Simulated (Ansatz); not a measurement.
Te(NH2)(OSiH3) (H₅NOSiTe), SMILES N[Te]O[SiH3].

Geometry: PBE0-D3(BJ)/def2-SVP. The structure was generated by enumeration, and PubChem lists no compound with its InChIKey, so it may never have been made. The def2 effective core potentials stand for the cores of Te; spin–orbit coupling is left out. One conformer was computed; it need not be the lowest.

Two levels are set side by side: PBE/def2-SVPD (Ansatz, an electronic-structure program) and PBE0/def2-SVPD (Ansatz). Energy differences of separate SCF runs at the same geometry; the states with an electron removed or added have multiplicity 2 and 2. Differences are taken from unrounded values.

```csv
quantity,PBE0
vertical ionisation energy (eV),8.39
vertical singlet–triplet gap (eV),2.55
```

**Question.** What does PBE give, and how far is it from PBE0? (Estimate from the structure and the level; the computed values follow.)

**Answer.** 
| quantity | PBE | PBE minus PBE0 |
|---|---|---|
| vertical ionisation energy (eV) | 8.22 | -0.17 |
| vertical singlet–triplet gap (eV) | 2.51 | -0.04 |
